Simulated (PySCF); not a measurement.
Excitations are Tamm–Dancoff values on a coarser integration grid. The basis has no diffuse functions, so Rydberg states are missing or too high.

# CH4GeO, SMILES `O=[CH][GeH3]` (charge 0, multiplicity 1)

All values below come from TPSSh-D3(BJ)/def2-TZVP (PySCF).

* **HOMO**: -6.35 eV
* **dipole moment**: 2.04 D
* **LUMO**: -2.06 eV
* **HOMO–LUMO gap**: 4.29 eV
* **S1 excitation (TDA)**: 3.49 eV
* **S1 oscillator strength**: 0.002
* **brightest of the four lowest singlets (TDA)**: 6.39 eV
* **T1 excitation (TDA)**: 2.74 eV
* **S1–T1 gap (TDA)**: 0.76 eV
* **total energy**: -2192.7230 Ha
* **cost**: roughly 8 core-minutes

Bonds (Å): O1–C2 1.206, C2–Ge3 2.015, C2–H4 1.116, Ge3–H5 1.536, Ge3–H6 1.529, Ge3–H7 1.536. Bond angles (°): O1–C2–Ge3 123.0, O1–C2–H4 119.8, Ge3–C2–H4 117.2, C2–Ge3–H5 108.6, C2–Ge3–H6 109.0, C2–Ge3–H7 108.6, H5–Ge3–H6 111.0, H5–Ge3–H7 108.5, H6–Ge3–H7 111.0.
